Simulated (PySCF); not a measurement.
# Partial charges of `CCO[SiH2]C#N`

Compound: C₃H₇NOSi.
Geometry (GFN2-xTB, Å), atoms numbered from 1 in this order:
```
atom  x, y, z in Å
C1    -2.1184    0.0705   -0.5236
C2    -0.7989   -0.4753   -0.0021
O3     0.0908    0.5881    0.2109
Si4    1.6089    0.6478    0.7445
C5     2.7437   -0.3764   -0.3448
N6     3.4204   -1.0135   -1.0149
H7    -1.9567    0.6027   -1.4573
H8    -2.5461    0.7606    0.1991
H9    -2.8154   -0.7452   -0.6937
H10   -0.3618   -1.1732   -0.7263
H11   -0.9553   -1.0151    0.9398
H12    1.7816    0.0709    2.0808
H13    1.9028    2.0588    0.5700
```

Density: PBE0/pcSseg-1 (PySCF); schemes: Mulliken, IAO, Hirshfeld and ESP-fitted. Isolated species at its GFN2-xTB geometry (one conformer only).

Task: Tabulate the Mulliken, IAO, Hirshfeld and ESP-fitted charges.

Result: In e:

```csv
atom,environment,Mulliken,IAO,Hirshfeld,ESP-fitted
C1,methyl carbon,-0.278,-0.424,-0.119,-0.430
C2,sp3 carbon bound to oxygen,+0.026,-0.039,+0.018,+0.351
O3,silyl ether oxygen,-0.624,-0.638,-0.213,-0.424
Si4,oxygen-bound silicon,+0.914,+1.020,+0.451,+0.536
C5,cyano carbon,-0.222,-0.186,-0.036,+0.147
N6,cyano nitrogen,-0.199,-0.190,-0.197,-0.375
H7,methyl hydrogen,+0.124,+0.151,+0.046,+0.121
H8,methyl hydrogen,+0.120,+0.149,+0.044,+0.121
H9,methyl hydrogen,+0.114,+0.148,+0.050,+0.110
H10,methylene hydrogen,+0.119,+0.133,+0.041,+0.008
H11,methylene hydrogen,+0.109,+0.127,+0.040,-0.002
H12,Si–H hydrogen,-0.105,-0.139,-0.066,-0.088
H13,Si–H hydrogen,-0.096,-0.112,-0.058,-0.072
```

Mean size of the charges over all atoms: IAO 0.266 e, Mulliken 0.235 e, ESP-fitted 0.214 e, Hirshfeld 0.106 e. Each set sums to the total charge, 0, to within 0.001 e. The Mulliken scheme counts on each atom the diagonal of the density matrix times the overlap matrix over that atom's basis functions. The ESP scheme is a least-squares fit of atom-centred charges to the potential on four shells outside the van der Waals surface, with the total charge fixed.

Lowest charge. The schemes don't all agree: Mulliken O3 (-0.624); IAO O3 (-0.638); Hirshfeld O3 (-0.213); ESP-fitted C1 (-0.430).

Highest charge. All schemes agree: Mulliken Si4 (+0.914); IAO Si4 (+1.020); Hirshfeld Si4 (+0.451); ESP-fitted Si4 (+0.536).

Task: How many electrons does the IAO scheme count on O3?

Result: Z − q = 8 − (-0.638) = 8.638.

Task: Sum the charges by element, for elements with more than one atom.

Result: 
```
element  atoms  Mulliken     IAO  Hirshfeld  ESP-fitted
      C      3    -0.474  -0.648     -0.138      +0.067
      H      7    +0.384  +0.457     +0.096      +0.196
```
